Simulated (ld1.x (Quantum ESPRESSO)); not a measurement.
**H: TM pseudisation with BLYP, non-relativistic reference atom.**

ld1.x (Quantum ESPRESSO) 7.5 was run on this input:

```
&input
   title='H', zed=1., rel=0, dft='BLYP', iswitch=3,
   config='1s0.5 2p-2',
   nld=2, rlderiv=1.00, eminld=-3.0, emaxld=5.0, deld=0.02
 /
 &inputp
   pseudotype=2, tm=.true., lloc=1,
   nlcc=.false.,
   file_pseudopw='H.UPF', file_wfcaegen='ae.wfc', file_wfcncgen='nc.wfc', file_beta='beta', file_chi='chi'
 /
2
1S  1  0   0.50   0.00  0.90  0.90  0.0
2P  2  1  -2.00   0.45  0.70  0.70  0.0
 &test
   configts(1)='1s0.5'
 /
```

Command:

```bash
ld1.x < H.in > H.out
```

Output (shortened: banner, matrices, multipoles, cross overlaps and the repeated all-electron block are left out):

```
Program LD1 v.7.5
     --------------------------- All-electron run ----------------------------

     H

     atomic number is  1.00
     dft =BLYP   lsd =0 sic =0 latt =0  beta=0.20 tr2=1.0E-14
     Exchange-correlation= BLYP
                           (   1   3   1   3   0   0   0)
     mesh = 929 r(mesh) =  99.48432 a.u. xmin = -7.00 dx = 0.01250
     1 Ry =  13.60569312 eV

     n l     nl                  e(Ry)          e(Ha)          e(eV)
     1 0     1S 1( 0.50)        -0.9383        -0.4692       -12.7665

     final scf error:  6.2E-15 reached in  23 iterations

     Etot =      -0.572937 Ry,      -0.286468 Ha,      -7.795199 eV

     Ekin =       0.560141 Ry,       0.280071 Ha,       7.621108 eV
     Encl =      -1.058394 Ry,      -0.529197 Ha,     -14.400179 eV
     Eh   =       0.164914 Ry,       0.082457 Ha,       2.243764 eV
     Exc  =      -0.239598 Ry,      -0.119799 Ha,      -3.259892 eV

     normalization and overlap integrals

     s(1S/1S) =  1.000000  <r> =   1.4239  <r2> =    2.7150  r(max) =   0.9394

     ------------------------ End of All-electron run ------------------------

     --------------------- Generating NC pseudopotential ---------------------

      Generating local pot.: lloc=1, matching radius rcloc =   0.7000

      Wfc   1S  rcut= 0.905  Using Troullier-Martins method

     ------------------- End of pseudopotential generation -------------------

     Computing logarithmic derivative in   1.00629
     Computing logarithmic derivative in   1.00629
     Computing the partial wave expansion
     R is outside the sphere for l=    0 j= 0.00
       no projector for channel:   1

     ---------------------- Testing the pseudopotential ----------------------

     H

     atomic number is  1.00   valence charge is  1.00
     dft =BLYP   lsd =0 sic =0 latt =0  beta=0.20 tr2=1.0E-14
     mesh = 929 r(mesh) =  99.48432 xmin = -7.00 dx = 0.01250

     n l     nl             e AE (Ry)        e PS (Ry)    De AE-PS (Ry)
     1 0     1S   1( 0.50)       -0.93832       -0.93832       -0.00000

     eps = 3.6E-15  iter =  6

     Etot =      -0.572937 Ry,      -0.286468 Ha,      -7.795199 eV
     Etotps =    -0.572810 Ry,      -0.286405 Ha,      -7.793478 eV

     Ekin =       0.551381 Ry,       0.275690 Ha,       7.501914 eV
     Encl =      -1.014270 Ry,      -0.507135 Ha,     -13.799845 eV
     Ehrt =       0.164792 Ry,       0.082396 Ha,       2.242112 eV
     Ecxc =      -0.238900 Ry,      -0.119450 Ha,      -3.250403 eV
     Epseu=      -0.035813 Ry,      -0.017906 Ha,      -0.487255 eV

     ---------------------- End of pseudopotential test ----------------------
```

Generation and configuration tests took about 2.4 s on one core of a shared server CPU.
